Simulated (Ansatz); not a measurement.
Basis-set extrapolation for CH4F2SSi (`F[SiH2]C(F)S`) (PBE0-D4/def2-TZVP geometry, frozen core, the Gaussian-basis code of Ansatz). Multiplicity 1, RHF reference.

```csv
,def2-TZVPP,def2-QZVPP
HF,-925.718165,-925.749848
MP2 correlation,-0.965181,-1.050785
CCSD(T) correlation,-1.040712,not run
```

Energies in hartree. Use E(X) = E(∞) + A·exp(−7.88·√X) for Hartree–Fock and E(X) = E(∞) + B·X^(−2.97) for correlation, with X = 3 and 4, and add CCSD(T) minus MP2 of the smaller set to the MP2 limit.

What is the CCSD(T) energy at the basis-set limit?

HF limit: -925.749848 + (-0.031683) × 0.13774 = -925.75421. MP2 limit: -1.050785 + (-0.085604) × 0.74074 = -1.11420. Higher-order term: -1.040712 − (-0.965181) = -0.07553. Total: -926.94394 hartree, 116.1 kcal/mol below CCSD(T)/def2-TZVPP.
